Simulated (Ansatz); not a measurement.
Geometry optimisation, Ansatz, RHF/def2-SVP.

input.yaml

```yaml
crystal:
  periodic: [false, false, false]
  atoms:
    - { symbol: Ta, position_ang: [-0.426818, 0.439239, -0.28747] }
    - { symbol: Cl, position_ang: [2.898022, -1.12617, -0.444691] }
    - { symbol: Cl, position_ang: [0.235102, 0.776917, 1.956999] }
    - { symbol: Cl, position_ang: [-0.521819, -0.058647, -2.595584] }
    - { symbol: O, position_ang: [-2.090399, 1.241759, -0.104547] }
    - { symbol: H, position_ang: [-2.546224, 1.972912, 0.29] }
    - { symbol: "N", position_ang: [-0.56769, -1.488557, 0.079133] }
    - { symbol: H, position_ang: [-0.483647, -1.890566, 0.998143] }
    - { symbol: H, position_ang: [-0.6244, -2.200696, -0.628551] }
    - { symbol: S, position_ang: [1.346672, 2.12991, -0.777261] }
    - { symbol: H, position_ang: [1.318948, 2.126102, -2.113826] }
    - { symbol: H, position_ang: [3.053253, 0.187298, -0.496444] }
basis:
  gaussian: { orbitals: def2-SVP }
hamiltonian:
  xc: hf
relax:
  f_tol: 0.03
  max_steps: 50
```

Command:

```bash
$ ansatz run input.yaml --threads 4 --pin off --max-ram 5120MiB --backend cpu --events-out ev --progress --plain --runs-dir out
```

Q: Where does it end, and by what steps?

A: The forces met the threshold. After 14 steps the energy has fallen by 0.265 eV; Cl2 moved furthest, 0.78 Å.

```json
{"step": "0", "energy less start (eV)": "0.0000", "largest force component (eV/Å)": "1.435", "accepted": "yes"}
{"step": "1", "energy less start (eV)": "-0.0769", "largest force component (eV/Å)": "0.947", "accepted": "yes"}
{"step": "2", "energy less start (eV)": "-0.1320", "largest force component (eV/Å)": "0.681", "accepted": "yes"}
{"step": "3", "energy less start (eV)": "-0.1486", "largest force component (eV/Å)": "1.052", "accepted": "yes"}
{"step": "4", "energy less start (eV)": "-0.1994", "largest force component (eV/Å)": "0.374", "accepted": "yes"}
{"step": "5", "energy less start (eV)": "-0.2128", "largest force component (eV/Å)": "0.402", "accepted": "yes"}
{"step": "6", "energy less start (eV)": "-0.2206", "largest force component (eV/Å)": "0.250", "accepted": "yes"}
{"step": "7", "energy less start (eV)": "-0.2231", "largest force component (eV/Å)": "0.291", "accepted": "yes"}
{"step": "8", "energy less start (eV)": "-0.2440", "largest force component (eV/Å)": "0.173", "accepted": "yes"}
{"step": "9", "energy less start (eV)": "-0.2548", "largest force component (eV/Å)": "0.466", "accepted": "yes"}
{"step": "10", "energy less start (eV)": "-0.2550", "largest force component (eV/Å)": "0.499", "accepted": "yes"}
{"step": "11", "energy less start (eV)": "-0.0948", "largest force component (eV/Å)": "3.852", "accepted": "no"}
{"step": "12", "energy less start (eV)": "-0.2632", "largest force component (eV/Å)": "0.075", "accepted": "yes"}
{"step": "13", "energy less start (eV)": "-0.2585", "largest force component (eV/Å)": "0.464", "accepted": "no"}
{"step": "14", "energy less start (eV)": "-0.2653", "largest force component (eV/Å)": "0.029", "accepted": "yes"}
```

```xyz
12
Properties=species:S:1:pos:R:3
Ta -0.580 0.621 -0.234
Cl 3.640 -1.371 -0.380
Cl 0.128 0.890 2.005
Cl -0.937 0.202 -2.546
O -2.199 1.492 0.001
H -3.105 1.668 0.191
N -0.494 -1.314 0.030
H -0.236 -1.751 0.897
H -0.621 -1.990 -0.702
S 1.430 1.926 -0.797
H 1.350 1.907 -2.129
H 3.215 -0.171 -0.461
```

Whether the end is a true minimum wasn't checked by a vibrational analysis.

Time of the run: 48 s on 4 threads of Arm Neoverse V1 (shared host), peak memory 0.52 GiB.
